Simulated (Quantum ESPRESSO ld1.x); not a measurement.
Species: the platinum ion Pt2+. Configuration: [Xe] 4f14 5d8 (the NIST ground configuration).

Calculated with ld1.x of Quantum ESPRESSO 7.5: scalar-relativistic Kohn-Sham, LDA (Slater exchange, Perdew-Wang correlation), spin-polarised, spherical densities, point nucleus; open shells are filled with parallel spins first.

Energy parts (eV):
| part | energy |
|---|---|
| total | -500748.4 |
| kinetic | 558476.9 |
| electron-nucleus | -1243154.0 |
| Hartree | 193270.5 |
| exchange-correlation | -9341.8 |

Orbitals (lengths in bohr, moments of r in powers of bohr):
orbital	occ.	eigenvalue (eV)	<r^2>	<r^4>
1s up	1	-78396.8	0.0004064	4.523e-07
1s down	1	-78396.8	0.0004064	4.523e-07
2s up	1	-13790.9	0.006206	0.00006665
2s down	1	-13790.8	0.006206	0.00006665
2p up	3	-11958.2	0.005204	0.00005370
2p down	3	-11958.1	0.005204	0.00005370
3s up	1	-3255.16	0.04009	0.002420
3s down	1	-3255.09	0.04009	0.002420
3p up	3	-2721.58	0.04110	0.002646
3p down	3	-2721.51	0.04110	0.002646
3d up	5	-2142.32	0.03403	0.002034
3d down	5	-2142.22	0.03403	0.002034
4s up	1	-715.425	0.1947	0.05481
4s down	1	-715.285	0.1947	0.05479
4p up	3	-540.402	0.2223	0.07330
4p down	3	-540.261	0.2223	0.07326
4d up	5	-327.919	0.2538	0.1026
4d down	5	-327.752	0.2537	0.1025
4f up	7	-91.6708	0.3251	0.2222
4f down	7	-91.4309	0.3237	0.2195
5s up	1	-123.614	1.015	1.501
5s down	1	-122.693	1.011	1.491
5p up	3	-77.6583	1.368	2.837
5p down	3	-76.5553	1.364	2.824
5d up	5	-26.7155	2.821	13.97
5d down	3	-25.5311	2.868	14.65

The highest occupied level is 5d down at -25.531 eV. Summed over all electrons, <r^2> = 42.45 bohr^2, which gives a Langevin (diamagnetic) susceptibility term of -33.6 x 10^-6 cm^3/mol. Spin moment in Bohr magnetons: 2.
